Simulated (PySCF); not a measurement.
## Spinor energies of Mg (magnesium, neutral)

Start: [Ne] 3s1 3p1; 3s1/2 filled at m_j = +1/2; 3p3/2 filled at m_j = +3/2. Calculated with PySCF 2.14 in x2c-TZVPall-2c with one added diffuse shell each of s, p, d type (6s6p4d, 44 functions): generalised Hartree-Fock with the X2C-1e Hamiltonian and a Gaussian nucleus; one run each with spin-orbit coupling (SO) switched off, then screened by Boettger's factors. This is a chosen level, not necessarily the ground level.

```csv
spinor shell,electrons,"ε, spin-free (eV)","ε, screened SO (eV)",weight of nominal j (screened SO),"rms radius, screened SO (bohr)"
1s1/2,2,-1338.0,-1338.0,1.000,0.151
2s1/2,2,-104.27,-104.28,1.000,0.755
2p1/2,2,-63.590,-63.793,0.909,0.772
2p3/2,4,-63.590,-63.494,0.955,0.772
3s1/2,1,-9.281,-9.282,0.999,3.35
3p3/2,1,-4.901,-4.898,1.000,4.42
```

```tsv
quantity	spin-free	screened SO
E (hartree)	-199.84475	-199.84472
M_J	2	2
⟨J²⟩	6.009	6.009
⟨L²⟩	2.009	2.009
⟨S²⟩	2.000	2.000
```

Each row is a mean over spinors that exchange with the open shell spreads, by up to 0.482 eV (2p3/2).

Without spin-orbit coupling the j labels of p, d and f shells carry no meaning; the spin-free column gives the mean over the occupied spinors of each nl shell.
